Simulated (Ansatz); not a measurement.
Ansatz (an electronic-structure program) input:

Ansatz 0.2 input:
```yaml
crystal:
  periodic: [false, false, false]
  atoms:
    - {symbol: C, position_ang: [1.89428784, 0.15471199, -0.87438666]}
    - {symbol: C, position_ang: [1.17595150, 0.91917574, 0.02036565]}
    - {symbol: C, position_ang: [0.01910744, 0.55204153, 0.68973425]}
    - {symbol: C, position_ang: [-0.69551261, -0.75074187, 0.55317062]}
    - {symbol: C, position_ang: [-1.98704153, -0.62495429, -0.27073452]}
    - {symbol: H, position_ang: [2.78792719, 0.54354564, -1.34115268]}
    - {symbol: H, position_ang: [1.59751187, -0.84970255, -1.14313423]}
    - {symbol: H, position_ang: [1.55127151, 1.91821804, 0.22296279]}
    - {symbol: H, position_ang: [-0.43978595, 1.28722678, 1.34243776]}
    - {symbol: H, position_ang: [-0.95094912, -1.12604674, 1.54995801]}
    - {symbol: H, position_ang: [-0.04704815, -1.50076067, 0.09761285]}
    - {symbol: H, position_ang: [-2.66699847, 0.10308064, 0.17608268]}
    - {symbol: H, position_ang: [-1.76477763, -0.29407036, -1.28635128]}
    - {symbol: H, position_ang: [-2.50790692, -1.58288954, -0.32731182]}
basis:
  gaussian:
    orbitals: def2-SVP
hamiltonian:
  xc: {name: PBE0}
magnetization: {spin_polarized: true, initial_magnetization: 1}
```

Q: What final total energy does it print?

A: -195.50412 Eh (PBE0/def2-SVP). The basis has 115 functions.

It need not be the lowest isomer of its formula.
